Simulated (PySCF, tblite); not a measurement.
Isomers of C4H11F2NSi. All values are computed: GFN2-xTB (tblite) harmonic vibrations without scaling, gas phase. Errors from tens to a few hundred cm⁻¹ against measured bands are possible. Modes of hydrogen on silicon can be 10 to 20 % off. One conformer each.

Electronic energies: PBE0/pcSseg-1 single points on the GFN2-xTB geometries (PySCF, gas phase).

```json
{"SMILES": "CN[SiH2][C@@H](F)[C@H](C)F", "electronic energy, lowest = 0 (kcal/mol)": "88.0"}
{"SMILES": "NC[C@H](C[SiH3])C(F)F", "electronic energy, lowest = 0 (kcal/mol)": "93.3"}
{"SMILES": "C[C@@H](C(F)F)[Si@H](C)N", "electronic energy, lowest = 0 (kcal/mol)": "57.9"}
{"SMILES": "FC(F)CCCN[SiH3]", "electronic energy, lowest = 0 (kcal/mol)": "82.6"}
{"SMILES": "CN[SiH2]C(CF)CF", "electronic energy, lowest = 0 (kcal/mol)": "88.7"}
{"SMILES": "C[C@@H](C(F)F)[Si@@H](C)N", "electronic energy, lowest = 0 (kcal/mol)": "58.7"}
{"SMILES": "FC[C@@H](F)CCN[SiH3]", "electronic energy, lowest = 0 (kcal/mol)": "95.4"}
{"SMILES": "C[C@@H](CN)C[SiH](F)F", "electronic energy, lowest = 0 (kcal/mol)": "0.0"}
```

Question: How do GFN2-xTB zero-point energies change the relative energies?

Answer: 
```tsv
SMILES	ZPE (kcal/mol)	of it from modes above 1550 cm⁻¹	electronic (kcal/mol)	with ZPE, lowest = 0 (kcal/mol)	lowest mode (cm⁻¹)	rings
C[C@@H](CN)C[SiH](F)F	96.0	47.3	0.0	0.0	62	0
C[C@@H](C(F)F)[Si@H](C)N	93.0	47.5	57.9	54.9	39	0
C[C@@H](C(F)F)[Si@@H](C)N	92.9	47.5	58.7	55.7	34	0
FC(F)CCCN[SiH3]	91.2	44.2	82.6	77.9	16	0
CN[SiH2][C@@H](F)[C@H](C)F	91.8	45.5	88.0	83.9	37	0
CN[SiH2]C(CF)CF	92.3	45.2	88.7	85.1	35	0
NC[C@H](C[SiH3])C(F)F	91.0	46.9	93.3	88.4	41	0
FC[C@@H](F)CCN[SiH3]	91.0	44.2	95.4	90.4	7i	0
```

The zero-point energies span 5.0 kcal/mol, from `FC[C@@H](F)CCN[SiH3]` to `C[C@@H](CN)C[SiH](F)F`. Slightly imaginary modes are left out of the zero-point energy: `FC[C@@H](F)CCN[SiH3]` 7.2i cm⁻¹. The order is unchanged.

Question: And how do the electronic energies of GFN2-xTB itself compare?

Answer: `C[C@@H](CN)C[SiH](F)F` 0.0; `C[C@@H](C(F)F)[Si@H](C)N` 67.5; `C[C@@H](C(F)F)[Si@@H](C)N` 68.4; `FC(F)CCCN[SiH3]` 59.5; `CN[SiH2][C@@H](F)[C@H](C)F` 66.8; `CN[SiH2]C(CF)CF` 68.6; `NC[C@H](C[SiH3])C(F)F` 85.1; `FC[C@@H](F)CCN[SiH3]` 64.7 kcal/mol, lowest = 0. Against the energies above, taken from the same isomer `C[C@@H](CN)C[SiH](F)F`, the largest difference is 30.7 kcal/mol.

Question: What do entropy and thermal enthalpy add at 298.15 K and 1 bar (rigid rotor, harmonic oscillator, one conformer each)?

Answer: 
```
                    SMILES  point group  symmetry number  S (cal/(mol K))  H − H(0) (kcal/mol)  ZPE + H − H(0) − TS (kcal/mol)
     C[C@@H](CN)C[SiH](F)F           C1                1             97.2                 6.95                            73.9
  C[C@@H](C(F)F)[Si@H](C)N           C1                1            104.2                 7.76                            69.7
 C[C@@H](C(F)F)[Si@@H](C)N           C1                1            104.8                 7.80                            69.5
CN[SiH2][C@@H](F)[C@H](C)F           C1                1            106.1                 7.75                            68.0
           CN[SiH2]C(CF)CF           C1                1            105.0                 7.58                            68.6
     NC[C@H](C[SiH3])C(F)F           C1                1            102.4                 7.33                            67.8
```

Not tabulated: `FC(F)CCCN[SiH3]` (lowest mode only 16 cm⁻¹); `FC[C@@H](F)CCN[SiH3]` (lowest mode only 7i cm⁻¹).
